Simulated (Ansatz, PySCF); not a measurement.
Si(F)(Cl)2(OH) (Cl2FHOSi), SMILES Cl[Si](O)(Cl)F.

The structure is a stationary point at B3LYP-D3(BJ)/def2-SVP. The values are those of a single conformer.

Vertical ionisation energy (IE) and electron affinity (EA) in eV. Rows of orbital energies are one-electron estimates. Where ΔSCF, EOM or ADC give a negative EA the extra electron is unbound and the value depends on the basis.

```
level                                                                   IE     EA
-------------------------------------------------------------------  -----  -----
−ε(HOMO), −ε(LUMO), HF/def2-TZVP (PySCF)                             13.01  -3.16
ΔSCF, PBE0/def2-SVPD (Ansatz), final states of multiplicity 2 and 2  11.96  -0.71
```

Q: What vertical singlet–triplet gap does ΔSCF give with PBE0/def2-SVPD (Ansatz, a program for electronic structure)? (An estimate is asked for; the answer gives what the named calculation found.)

A: 7.58 eV (triplet above singlet where positive).
